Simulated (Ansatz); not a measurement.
A nudged elastic band was laid between two geometries of F3H5O3W (12 atoms, charge 0, multiplicity 1).

Level of theory: RKS B3LYP-D4/def2-SVP (Ansatz).

```
movable images  : 5
climbing image  : yes
spring          : 5.0 eV/Å²
optimiser       : quadratic models (default)
start path      : through a guess of the saddle point
force threshold : 0.03 eV/Å
iteration limit : 60
end points      : relaxed
```

Initial state:

```xyz
12
Properties=species:S:1:pos:R:3
W 0.097 -0.146 0.263
F 0.101 0.103 2.133
H 1.634 -0.770 0.646
F -0.636 1.667 0.195
F -1.730 -0.661 0.368
O 0.168 -2.035 -0.078
H -0.720 -2.396 -0.239
O 0.568 0.180 -1.523
H 0.734 1.068 -1.873
O 1.725 1.448 0.594
H 2.246 1.279 1.395
H 1.145 2.215 0.776
```

Final state:

```xyz
12
Properties=species:S:1:pos:R:3
W 0.279 0.343 -0.137
F 0.724 -0.113 2.733
H 1.697 -0.570 0.084
F -0.499 1.719 -1.214
F -1.069 0.729 1.194
O -0.414 -1.393 0.111
H 0.023 -2.177 -0.249
O 0.846 -0.142 -1.898
H 0.486 0.427 -2.598
O 1.429 1.591 0.652
H 1.991 1.371 1.412
H -0.162 0.169 2.568
```

(1) What changes between the two ends?

(2) Give the energies along the band, and the barrier.

(3) What is the geometry of the highest image?

(4) What are the harmonic wavenumbers there?

Answers

(1) Bonds broken: W1–F2, O10–H12. Bonds formed: F2–H12. F3H5O3W becomes F2H4O3W + FH.

(2) It converged. The highest image is number 3 of 0 to 6, 109.7 kJ/mol above the first end and 47.6 kJ/mol above the last; the last end lies 62.2 kJ/mol above the first. A vibrational analysis at the climbing image gives one clearly imaginary mode, 668i cm⁻¹: a first-order saddle point. The orbitals stay closed-shell, which can raise the energy where a bond breaks towards radicals; this wasn't checked here.

```tsv
image	path coordinate (Å)	energy (kJ/mol)	W1–F2 (Å)	O10–H12 (Å)	F2–H12 (Å)
0	0.00	0.0	1.89	0.98	2.72
1	1.63	20.7	1.90	0.97	2.12
2	3.27	35.8	1.91	0.97	2.07
3	4.90	109.7	2.21	1.23	1.13
4	6.41	75.1	2.56	1.75	0.95
5	7.91	63.4	2.52	2.85	0.96
6	9.42	62.2	2.94	2.87	0.94
```

(3) 
```xyz
12
Properties=species:S:1:pos:R:3
W 0.085 0.122 0.103
F 0.371 -0.202 2.270
H 1.563 -0.606 0.506
F -0.453 1.578 -1.012
F -1.592 0.409 0.917
O -0.473 -1.651 -0.090
H 0.044 -2.329 -0.549
O 1.114 -0.142 -1.506
H 0.790 0.434 -2.219
O 1.056 1.597 1.183
H 1.925 1.957 0.960
H 0.901 0.786 2.095
```

(4) 668i, 51, 81, 162, 204, 236, 248, 299, 327, 382, 402, 478, 560, 579, 626, 649, 670, 692, 707, 749, 812, 884, 940, 1156, 1206, 1841, 2046, 3755, 3835, 3845 cm⁻¹.

The run took 12 min on 4 threads of Arm Neoverse V2, with other jobs on the host, peak memory 0.43 GiB.
